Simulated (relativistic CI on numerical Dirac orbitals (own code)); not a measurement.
Mo2+: resonant inelastic scattering at the M2,3 edge

Computed with this model: Dirac-Coulomb-Breit CI, orbitals from a KLI potential per configuration, QED by a radiative potential, valence Slater integrals scaled by 0.7, Kramers-Heisenberg scattering through one core-hole configuration in a parametric crystal field; configurations [Kr] 4d4 → [Ne] 3s2 3p5 3d10 4s2 4p6 4d5; 10 K; core-hole width 2 eV; summed over polarisations. Incident energies are the highest absorption maxima for each field (at most a few, so the weaker spin-orbit partner edge can be absent), on the computed scale of the free ion. Intensities are in per cent of the strongest line above 0.02 eV; levels within 1 cm⁻¹ are merged; final levels count from the ground level, the first row holds all elastic scattering, lines under 0.4 are left out and each table stops after 24 rows. The scale of the Slater integrals is a model choice and moves the terms in proportion.

Field parameters in Wybourne normalisation: D3d B²₀ = −7Dσ, B⁴₀ = −14Dq − 21Dτ, B⁴₃ = −14√(10/7) Dq; D4h B²₀ = −7Ds, B⁴₀ = 21(Dq − Dt), B⁴₄ = 21√(5/14) Dq; Oh B⁴₀ = 21Dq, B⁴₄ = √(5/14) B⁴₀. The field is a parameter set, without covalency.

S is read from ⟨S²⟩ = S(S + 1).

D3d, 10Dq = 27450, Dσ = 1060, Dτ = -440 cm⁻¹:

| Final level (eV) | Degeneracy | Irrep | S | 396.8 eV | 399 eV | 416.9 eV |
| --- | --- | --- | --- | --- | --- | --- |
| 0.000 | 1 | A1 | 1.00 | 1266.5 | 1777.2 | 209.8 |
| 0.040 | 1 | A2 | 1.00 | 22.3 | 2.4 | 4.7 |
| 0.050 | 2 | E | 1.00 | 52.2 | 4.2 | 4.9 |
| 0.096 | 2 | E | 1.00 | 67.8 | 37.9 | 12.4 |
| 0.159 | 2 | E | 1.00 | 36.9 | 14.8 | 16.0 |
| 0.168 | 1 | A1 | 1.00 | 6.6 | 5.8 | 3.7 |
| 0.771 | 1 | A1 | 0.03 | 26.6 | 4.8 | 1.8 |
| 0.879 | 2 | E | 0.02 | 32.6 | 9.9 | 2.9 |
| 1.030 | 2 | E | 0.02 | 34.2 | 12.7 | 4.6 |
| 1.691 | 2 | A1+A2 | 2.00 | 5.8 | 46.2 | 20.1 |
| 1.698 | 2 | E | 2.00 | 5.7 | 35.3 | 24.6 |
| 1.704 | 2 | E | 2.00 | 2.3 | 18.9 | 11.0 |
| 1.708 | 1 | A2 | 2.00 | 0.8 | 5.0 | 3.4 |
| 1.710 | 1 | A1 | 2.00 | 6.2 | 52.2 | 23.0 |
| 1.714 | 2 | E | 2.00 | 4.7 | 30.4 | 18.2 |
| 1.945 | 1 | A1 | 0.02 | 65.4 | 22.8 | 5.9 |
| 3.056 | 1 | A2 | 1.00 | 19.1 | 66.2 | 37.5 |
| 3.061 | 1 | A1 | 1.00 | 3.2 | 20.7 | 15.2 |
| 3.063 | 2 | E | 1.00 | 15.1 | 41.6 | 55.9 |
| 3.068 | 2 | E | 1.00 | 12.5 | 54.9 | 12.7 |
| 3.079 | 1 | A1 | 1.00 | 5.0 | 25.3 | 18.6 |
| 3.090 | 2 | E | 1.00 | 20.4 | 100.0 | 19.3 |
| 3.123 | 1 | A2 | 1.00 | 9.8 | 54.5 | 7.8 |
| 3.160 | 2 | E | 1.00 | 2.7 | 19.7 | 7.3 |

Oh, 10Dq = 10050 cm⁻¹:

```
Final level (eV)  Degeneracy  Irrep     S  397.9 eV  415.8 eV
           0.000           1     A1  1.88    2362.9     106.5
           0.019           3     T1  1.93       1.1      11.1
           0.036           2      E  1.97     100.0      24.4
           0.045           3     T2  1.98      30.3      12.6
           0.329           1     A1  1.17      84.0      11.9
           0.363           3     T1  1.11      17.4      21.0
           0.401           3     T2  1.02       7.0      28.6
           0.412           2      E  1.05       5.9      11.7
           1.065           3     T2  0.21      14.0      12.5
           1.154           2      E  0.34      19.5       7.0
           1.220           1     A1  1.83      55.2      19.0
           1.234           3     T1  1.90      86.1       6.4
           1.247           3     T2  1.96      92.7       2.3
           1.284           3     T1  1.88      26.2      18.6
           1.295           2      E  1.83      11.5       4.3
           1.327           3     T2  1.90       4.1      13.1
           1.407           3     T1  1.02      12.7       5.7
           1.420           3     T2  1.00       3.5       5.4
           1.446           1     A1  1.22      10.9       4.8
           1.473           3     T1  1.15      57.5      12.8
           1.531           2      E  1.01       5.6       3.1
           1.543           3     T2  1.03       1.6       2.4
           1.562           3     T1  1.16       4.5       9.9
           1.575           2      E  1.11       3.1       0.4
```

D4h, 10Dq = 19600, Ds = 140, Dt = 220 cm⁻¹:

| Final level (eV) | Degeneracy | Irrep | S | 398.3 eV | 416.1 eV |
| --- | --- | --- | --- | --- | --- |
| 0.000 | 1 | A1 | 1.02 | 1763.8 | 154.5 |
| 0.035 | 2 | E | 1.01 | 3.7 | 1.4 |
| 0.090 | 1 | A2 | 1.03 | 3.7 | 4.8 |
| 0.124 | 1 | A1 | 1.02 | 19.2 | 10.7 |
| 0.144 | 2 | E | 1.01 | 38.0 | 16.1 |
| 0.166 | 1 | B1 | 1.02 | 0.2 | 14.3 |
| 0.169 | 1 | B2 | 1.00 | 3.1 | 7.5 |
| 0.685 | 1 | B1 | 1.99 | 8.0 | 5.7 |
| 0.687 | 2 | E | 1.99 | 42.9 | 15.7 |
| 0.693 | 1 | A1 | 1.98 | 17.0 | 8.4 |
| 0.693 | 1 | A2 | 1.98 | 3.0 | 0.7 |
| 0.822 | 1 | B2 | 0.06 | 3.7 | 2.6 |
| 0.889 | 1 | B1 | 1.98 | 3.5 | 3.9 |
| 0.890 | 1 | B2 | 1.99 | 5.4 | 3.8 |
| 0.892 | 2 | E | 1.97 | 6.2 | 3.5 |
| 0.893 | 1 | A1 | 1.99 | 46.5 | 22.6 |
| 0.906 | 2 | E | 0.10 | 15.7 | 9.4 |
| 0.918 | 1 | B1 | 0.11 | 7.9 | 1.7 |
| 1.017 | 1 | A1 | 0.03 | 16.5 | 7.3 |
| 1.770 | 1 | A1 | 0.09 | 44.1 | 17.4 |
| 2.054 | 1 | A1 | 0.99 | 27.2 | 19.6 |
| 2.059 | 1 | A2 | 1.01 | 3.5 | 1.7 |
| 2.060 | 2 | E | 1.00 | 100.0 | 54.7 |
| 2.073 | 1 | B2 | 1.00 | 3.7 | 1.7 |

For the first field the strongest loss at the lowest incident energy is the level at 0.10 eV (S = 1.00, against 1.00 in the thermal ground state). Levels of other spin, the first over 8 % at 0.77 eV, appear because spin-orbit coupling of the core hole, and in heavier ions of the valence shell too, mixes spins.
